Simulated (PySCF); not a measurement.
# One molecule, several mistakes: AlBClH2 cation

All numbers below are calculated, not measured. The program is PySCF 2.14.0, an open-source quantum chemistry code, run on an isolated molecule that a program drew, which may never have been made. The molecule is AlBClH2 cation (charge +1, singlet), drawn as the SMILES string `[BH2][Al+][Cl]`.

Each row is a Hartree-Fock (HF) and frozen-core CCSD(T) single point in the cc-pV(D+d)Z basis, meant for a local HF minimum. Run 1 is clean. Each other run has one planted mistake out of seven kinds, and not every kind appears here: one electron removed, one electron added, multiplicity raised by two, geometry at a saddle point, minimal basis STO-3G, one bond length entered in bohr, all coordinates scaled. The reference is restricted for singlets and unrestricted otherwise, and also for a bond in bohr. Adding or removing an electron swaps singlet and doublet. Electrons count all cores. HOMO and LUMO are orbital energies over both spins, the gradient is its largest component, and the lowest frequency (negative if imaginary) is given only where the gradient is small. Bond lengths are over the 4 bonds as drawn. T1 is the CCSD diagnostic: over 0.02 (restricted) or 0.045 (unrestricted) a single reference is doubtful.

Geometry of the clean run:
```xyz
5
AlBClH2 cation, angstrom
B    -0.5833   -2.0516   -0.8485
Al   -1.1057   -1.7269   -2.9396
Cl   -1.5910   -1.4257   -4.8810
H     0.5529   -2.3045   -0.6166
H    -1.4645   -1.9572   -0.0591
```

| run | electrons | basis functions | <S^2> | HOMO (eV) | LUMO (eV) | gradient (hartree/bohr) | lowest frequency (cm^-1) | mean bond (Å) | longest bond (Å) | T1 | HF (hartree) | CCSD(T) (hartree) | mistake |
|---|---|---|---|---|---|---|---|---|---|---|---|---|---|
| 1 | 36 | 70 | 0.000 | -17.29 | -5.48 | 9.1e-06 | 121 | 1.6443 | 2.180 | 0.0130 | -727.04013 | -727.33864 | no fault |
| 2 | 36 | 70 | 0.712 | -15.46 | -5.72 | 1.7e-02 | - | 1.9083 | 2.243 | 0.0724 | -726.91649 | -727.21447 | one bond length entered in bohr |
| 3 | 35 | 70 | 0.766 | -23.78 | -15.48 | 7.5e-02 | - | 1.6443 | 2.180 | 0.0216 | -726.44021 | -726.71728 | one electron removed |
| 4 | 36 | 25 | 0.000 | -16.14 | -1.54 | 3.4e-02 | - | 1.6443 | 2.180 | 0.0131 | -718.99478 | -719.07968 | ? |
| 5 | 36 | 70 | 0.000 | -17.43 | -5.49 | 3.1e-02 | - | 1.5916 | 2.110 | 0.0121 | -727.03581 | -727.33296 | ? |

**Which mistake was planted in run 4, and what did it cost?**

It has 25 basis functions where the clean run has 70, with the same electrons and geometry. So the mistake is: minimal basis STO-3G. Subtracting run 1 and multiplying by 627.51 kcal/mol a hartree, the energy moved by 5048.5 kcal/mol in HF and 5182.6 kcal/mol in CCSD(T).

**Which mistake was planted in run 5, and what did it cost?**

The mean and the longest bond both change by the same factor, 0.968, and the gradient is no longer small. So the mistake is: all coordinates scaled. Subtracting run 1 and multiplying by 627.51 kcal/mol a hartree, the energy moved by 2.7 kcal/mol in HF and 3.6 kcal/mol in CCSD(T).

Cautions from the logs. Run 2: T1 is over the limit, so its CCSD(T) energy is less reliable.
